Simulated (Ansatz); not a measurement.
Ansatz (a first-principles code) input (X2C-CCSD(T)/cc-pVTZ-DK):

Ansatz 0.2 input:
```yaml
crystal:
  periodic: [false, false, false]
  atoms:
    - {symbol: N, position_ang: [-1.08570995, 2.09126386, 0.52831826]}
    - {symbol: Si, position_ang: [-0.79973773, 0.36362525, 0.86162133]}
    - {symbol: N, position_ang: [0.46956585, -0.37993518, 0.14297970]}
    - {symbol: Si, position_ang: [1.12208509, -1.24153157, -1.08865041]}
    - {symbol: H, position_ang: [-1.27682162, 2.25898347, -0.45447414]}
    - {symbol: H, position_ang: [-0.27614357, 2.65789201, 0.76084377]}
    - {symbol: H, position_ang: [-0.69762275, 0.37843255, 2.36305853]}
    - {symbol: H, position_ang: [-2.16103295, -0.21364038, 0.55573101]}
    - {symbol: H, position_ang: [1.84751455, -0.43873984, -2.14913532]}
    - {symbol: H, position_ang: [2.17920211, -2.23853883, -0.67339768]}
    - {symbol: H, position_ang: [0.18504987, -2.09300118, -1.92330499]}
basis:
  gaussian:
    orbitals: cc-pVTZ-DK
total_charge: -1
magnetization: {spin_polarized: false}
correlation: {method: ccsd_t, electrons: outside_noble_gas}
```

End of the output:

```
integrals: 1.15 GiB planned
1294 factors; integrals over basis functions are off by at most 1.2e-3 eV
1.23 GiB of device memory are held for the factors and their scratch space
mean field: 1.06 GiB planned
mean field evaluation 1: about -18833.5122 eV, gradient 3.5e1 eV
mean field evaluation 2: about -18833.7523 eV, gradient 3.5e1 eV
mean field evaluation 4: about -18836.8322 eV, gradient 4.8e0 eV
mean field evaluation 8: about -18836.9060 eV, gradient 3.1e-1 eV
mean field evaluation 16: about -18833.5123 eV, gradient 3.5e1 eV
mean field -18836.90650173 eV, -692.2435458246 hartree, gradient 2.6e-6 eV, S^2 0.000000; 0 other end points of the search recorded, 0 dependent functions left out
12 core orbitals not correlated
reference -18836.90650173 eV, -692.2435458246 hartree; 13, 13 occupied and 201, 201 virtual orbitals, 1294 factors
second order -18.94021179 eV of doubles, -0.00000000 eV of singles
coupled cluster: 8.39 GiB planned
cycle   1  -19.47265746 eV  change   -5.3e-1 eV  update   1.0e-1
cycle   2  -20.00556856 eV  change   -5.3e-1 eV  update   3.1e-2
cycle   3  -20.12278011 eV  change   -1.2e-1 eV  update   1.6e-2
cycle   4  -20.11140097 eV  change    1.1e-2 eV  update   3.5e-3
cycle   5  -20.11091112 eV  change    4.9e-4 eV  update   1.8e-3
cycle   6  -20.11123046 eV  change   -3.2e-4 eV  update   5.1e-4
cycle   7  -20.11100257 eV  change    2.3e-4 eV  update   2.3e-4
cycle   8  -20.11098311 eV  change    1.9e-5 eV  update   7.8e-5
cycle   9  -20.11100578 eV  change   -2.3e-5 eV  update   3.0e-5
perturbative correction -0.79242518 eV, -0.0291210884 hartree
Total energy: -18857.80993268 eV, -693.0117327435 hartree
Relativity: scalar
```

It need not be the lowest isomer of its formula. Whether it binds its extra electron was not tested at this geometry.
